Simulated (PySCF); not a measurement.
C5H5FO3.
Numbering: `[CH3:1][O:2][C:3]1=[C:4]([F:5])[C@H:6]1[C:7](=[O:8])[OH:9]` (hydrogens: H10, H11, H12 on C1; H13 on C6; H14 on O9)

Cartesian coordinates in Å at the GFN2-xTB level; atoms count from 1:
```xyz
14
C5H5FO3 angstrom
C      2.173    0.080    0.070
O      1.457   -1.099    0.412
C      0.178   -1.100    0.104
C     -1.022   -1.576    0.142
F     -1.899   -2.492    0.507
C     -0.875   -0.345   -0.716
C     -1.384    0.967   -0.235
O     -1.777    1.852   -0.949
O     -1.347    1.079    1.102
H      3.223   -0.147    0.240
H      1.868    0.914    0.708
H      2.014    0.349   -0.977
H     -0.893   -0.418   -1.802
H     -1.716    1.935    1.372
```

Computed, not measured: TDDFT PBE0/def2-SVPD, vertical, gas phase, core orbitals frozen in the response (PySCF 2.14.0, density-fitted response routines).

Computed states:

```tsv
state	E (eV)	f
S1	5.04	0.0019
S2	5.85	0.0018
S3	6.05	0.0007
S4	6.61	0.036
S5	6.89	0.046
S6	6.95	0.039
```

Each state is given a Gaussian of 0.25 eV full width at half maximum, with ε(max) = 2.175×10⁸ f / Δν̃ (Δν̃ the width in cm⁻¹). The width is an assumption, not a result. The curve ends short of the highest state used, and states not computed would add to its high-energy end.

(1) Give the broadened spectrum and its maxima.

(2) On this curve, what absorbance would a 10⁻⁵ mol/L sample give at 254 nm over a 1 cm path?

(3) Coming from long wavelengths, where does ε first pass 100 L mol⁻¹ cm⁻¹?

Answers

(1) 
(λ (nm), ε (L mol⁻¹ cm⁻¹)): (195.4, 159), (197.0, 47), (198.7, 25), (200.3, 37), (201.9, 61), (203.6, 91), (205.2, 118), (206.8, 146), (208.5, 179), (210.1, 204), (211.7, 210), (213.4, 188), (215.0, 146), (216.6, 98), (218.3, 54), (219.9, 27), (221.5, 12), (223.2, 4), (224.8, 1), (226.4, 0), (228.1, 0), (229.7, 1), (231.3, 2), (233.0, 7), (234.6, 15), (236.2, 31), (237.9, 58), (239.5, 92), (241.1, 132), (242.8, 171), (244.4, 197), (246.0, 205), (247.7, 193), (249.3, 166), (250.9, 130), (252.6, 92), (254.2, 61), (255.8, 37), (257.5, 21), (259.1, 11), (260.7, 5), (262.4, 2), (264.0, 1), (265.6, 0)

Maxima: 246 nm (5.04 eV), ε about 200, made up of S1 (100%); 211 nm (5.87 eV), ε about 210, made up of S2 (92%) (ε in L mol⁻¹ cm⁻¹; maxima over ε = 5, shares over 10%). At its high-energy end, 6.35 eV, the curve is still rising (ε about 180, from S4).

(2) 254 nm is 4.881 eV, where ε is about 65 L mol⁻¹ cm⁻¹, so A = ε c l ≈ 0.00065 (Beer–Lambert, with the gas-phase spectrum and the assumed width).

(3) At about 252 nm (4.92 eV), 0.13 eV below S1.

On Intel Xeon Platinum 8488C, one thread, no GPU, shared host with 192 logical CPUs at a one-minute load of 38, this took 52 s of wall time (with the writing of density and orbital grids) and 0.89 GiB of memory at its peak.

One conformer stands for the species.
